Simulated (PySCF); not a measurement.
# Sb⁺: excitation energy

Sb⁺ [Kr] 4d10 5s2 5p2 (3P) → Sb⁺ [Kr] 4d10 5s1 5p2 6s1 (5P), as a difference of total energies. Computed with PySCF 2.14 in aug-cc-pVTZ-DK3 (8s7p5d2f, 68 functions), with the spin-free X2C one-electron Hamiltonian (Gaussian nucleus). Correlated levels: valence: [Kr] 4d10 frozen. The calculations carry no spin-orbit coupling.

```csv
method,excitation energy (eV)
UHF,13.674
MP2 (valence),14.517
SCS-MP2 (valence),14.850
CCSD (valence),14.710
CCSD(T) (valence),14.740
```

**Question.** How much does correlation contribute at CCSD(T) (valence)?

**Answer.** 14.740 − (13.674) = 1.066 eV, measured against UHF.

A first-order spin-orbit estimate (lowest level to lowest level, LS coupling) adds 0.036 eV.

The promoted electron is Rydberg-like, and one or two diffuse shells describe it only roughly, which tends to raise the upper state.
